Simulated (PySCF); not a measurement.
# Electronic structure of K (potassium, neutral) at the UHF level

Configuration: [Ar] 4s1, 2S determinant. All numbers are calculated (PySCF 2.14, scalar relativity by spin-free X2C-1e, in Sapporo-DKH3-DZP-2012).

| Property | Result |
| --- | --- |
| Total energy | -601.445012 hartree |
| One-electron energy | -826.8801 hartree |
| Hartree (Coulomb) energy | 258.3084 hartree |
| Exchange energy | -32.8733 hartree |
| ⟨S²⟩ | 0.7502 |
| ⟨L²⟩ | 0.000 |
| Sum of ⟨r⟩ | 19.40 bohr |
| Sum of ⟨r²⟩ | 50.90 bohr² |
| Langevin diamagnetic susceptibility | -40.3 ×10⁻⁶ cm³/mol |
| Time after the integrals | 0.04 s of wall time on 1 thread of Neoverse-V2 (shared host) |

```
shell  electrons  mean orbital energy (eV)  rms radius, mean of both spins (bohr)
 1s α          1                   -3650.0                                 0.0937
 1s β          1                   -3649.9                                 0.0937
 2s α          1                   -397.32                                  0.418
 2s β          1                   -397.27                                  0.418
 2p α          3                   -313.64                                  0.387
 2p β          3                   -313.63                                  0.387
 3s α          1                   -47.978                                   1.37
 3s β          1                   -47.843                                   1.37
 3p α          3                   -25.960                                   1.56
 3p β          3                   -25.913                                   1.56
 4s α          1                    -4.033                                   5.59
```

Densities and radii are taken from the X2C orbitals without a picture-change correction, which distorts them close to the nucleus.
